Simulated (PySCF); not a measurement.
Excitations are Tamm–Dancoff values on a coarser integration grid. The basis has no diffuse functions, so Rydberg states are missing or too high.

Cartesian coordinates (Å):
```xyz
11

C     -1.2706    -0.5944    -0.2110
C     -0.4989     0.3644     0.6414
O     -0.9519     0.8993     1.6145
C      0.9354     0.7124     0.2196
C      1.6160    -0.3103    -0.5578
N      2.1332    -1.1289    -1.1665
H     -1.2310    -0.2927    -1.2594
H     -2.2998    -0.6394     0.1323
H     -0.8153    -1.5852    -0.1564
H      1.5036     0.9468     1.1184
H      0.8794     1.6281    -0.3752
```
Charge 0, multiplicity 1.

**Question.** What S1 excitation (TDA), S1–T1 gap (TDA), LUMO, HOMO, dipole moment, total energy, T1 excitation (TDA) and HOMO–LUMO gap does TPSSh-D3(BJ)/def2-TZVP // CAM-B3LYP-D3(BJ)/def2-TZVP (PySCF) give?

**Answer.** 
The S1 excitation (TDA) is 4.58 eV and the S1–T1 gap (TDA) is 0.63 eV. The LUMO is -1.67 eV and the HOMO is -7.12 eV. The dipole moment is 1.73 D and the total energy is -285.5203 Ha. The T1 excitation (TDA) is 3.95 eV. The HOMO–LUMO gap is 5.45 eV.
